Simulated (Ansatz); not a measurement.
Compare A (`O[CH2][Al]([OH])[Cl]`) with its isomer B (`C[O][Al]([OH])[Cl]`).

Computed with Ansatz on PBE0-D4/def2-TZVP structures; ΔE is electronic, products minus reactants. CCSD(T)/CBS is the MP2 limit (def2-TZVPP, def2-QZVPP) plus CCSD(T) − MP2 in def2-TZVPP, frozen cores. Functionals use def2-TZVPP. B3LYP here is the variant with VWN-RPA as its local correlation; programs differ in this. Each species was taken in one conformer, which may not be the lowest.

(1) Which isomer does CCSD(T)/CBS put lower? Give the gap. (Estimate.)

(2) Give E(B) − E(A) in kJ/mol with B2PLYP, PBE0-D4, CCSD/def2-TZVPP, CCSD(T)/def2-TZVPP, B3LYP-D4, MP2/def2-TZVPP, HF/def2-TZVPP. (Estimate.)

Largest T1 diagnostic: 0.011.

Results:

(1) Computed: B, by 148.4 kJ/mol.

(2) Computed: B2PLYP -151.8, PBE0-D4 -138.6, CCSD/def2-TZVPP -152.9, CCSD(T)/def2-TZVPP -150.0, B3LYP-D4 -147.8, MP2/def2-TZVPP -153.9, HF/def2-TZVPP -167.8. None reverses the order clearly.

In def2-TZVPP, CCSD(T) changes the Hartree–Fock value by +17.9 kJ/mol (the triples alone add +2.9 kJ/mol) and MP2 by +13.9 kJ/mol. From PBE to PBE0 (25 % exact exchange), in def2-TZVPP and without D4, E(B) − E(A) moves by −7.2 kJ/mol.
